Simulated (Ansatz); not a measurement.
FGeH6NO2Si, SMILES `[OH][GeH2][NH][SiH](O)F` at its PBE0-D4/def2-TZVP geometry, where that method's forces vanish. The species carries charge 0 and has multiplicity 1.

```xyz
12

O     0.9831   -2.1018    0.3761
Ge    1.3106   -0.4432    0.9122
N     0.7008    0.7739   -0.3344
Si   -0.9268    0.9359   -0.7570
O    -1.6482   -0.3899   -0.1113
F    -1.0796    0.9716   -2.3436
H     0.0454   -2.2043    0.1857
H     2.8345   -0.3232    0.9923
H     0.5826   -0.1656    2.2364
H     1.3993    1.1313   -0.9682
H    -1.6198    2.1537   -0.2857
H    -2.5818   -0.3385    0.0975
```

**Question.** What forces (eV/Å) does r2SCAN-D4/def2-TZVPP give on these atoms in Ansatz 0.2.0? (An estimate is asked.)

**Answer.** The calculation gave: 
```
O1   0.042 -0.084 -0.026
Ge2  0.050  0.071  0.102
N3  -0.009  0.018 -0.018
Si4 -0.034  0.077  0.036
O5   0.016 -0.050  0.023
F6   0.001  0.001 -0.054
H7  -0.038  0.007  0.000
H8  -0.065 -0.017 -0.009
H9   0.016 -0.005 -0.043
H10  0.037  0.008 -0.013
H11  0.018 -0.022 -0.007
H12 -0.033 -0.004  0.007
```
